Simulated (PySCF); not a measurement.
An unknown gives this computed stick spectrum. Computed, not measured: TDDFT CAM-B3LYP/def2-SVPD, vertical, gas phase, core orbitals frozen in the response (PySCF 2.14.0, density-fitted response routines). Geometries: PBE0-D3(BJ)/def2-SVP, one conformer each. Relativistic effects are left out although some hold elements past zinc.

| state | λ (nm) | f |
| --- | --- | --- |
| S1 | 171.4 | 0.0005 |
| S2 | 163.1 | 0.022 |
| S3 | 157.1 | 0.0034 |
| S4 | 155.0 | 0.028 |
| S5 | 149.6 | 0.020 |
| S6 | 147.9 | 0.073 |
| S7 | 145.4 | 0.0004 |
| S8 | 144.7 | 0.106 |
| S9 | 143.0 | 0.022 |
| S10 | 141.2 | 0.045 |

Triplets computed (Tamm–Dancoff): 6.98, 7.42, 7.53, 7.64 eV.

Orbital energies (eV): HOMO-3 -10.96, HOMO-2 -10.53, HOMO-1 -9.85, HOMO -9.13, LUMO 1.20, LUMO+1 1.39, LUMO+2 1.62.

Task: Which structure fits?
A. `C/N=[CH]/[GeH2][C](F)(F)F`
B. `F[C](F)(F)[GeH2][CH2][SiH3]`
C. `[F][Ge@@H]1[CH2]CC[C@H]([CH2]1)C`

Result: C. Its S1 lies at 7.23 eV; the nearest of the others has S1 at 8.07 eV. S1 is HOMO→LUMO+1 (86%). Löwdin shares by element: HOMO carbon 46% or more, germanium 17% (atoms not listed hold the other 37%); LUMO germanium 21%, carbon 20% or more (atoms not listed hold the other 59%). At the same level the other candidates give, for their lowest levels:
- `C/N=[CH]/[GeH2][C](F)(F)F`: 279 nm (f 0.003); 178 nm (f 0.136); 171 nm (f 0.008); 168 nm (f 0.199); 163 nm (f 0.089); T1 3.62 eV; HOMO -8.90, LUMO -0.06 eV
- `F[C](F)(F)[GeH2][CH2][SiH3]`: 154 nm (f 0.044); 149 nm (f 0.016); 146 nm (f 0.093); 143 nm (f 0.030); 143 nm (f 0.012); T1 7.62 eV; HOMO -10.37, LUMO 0.72 eV
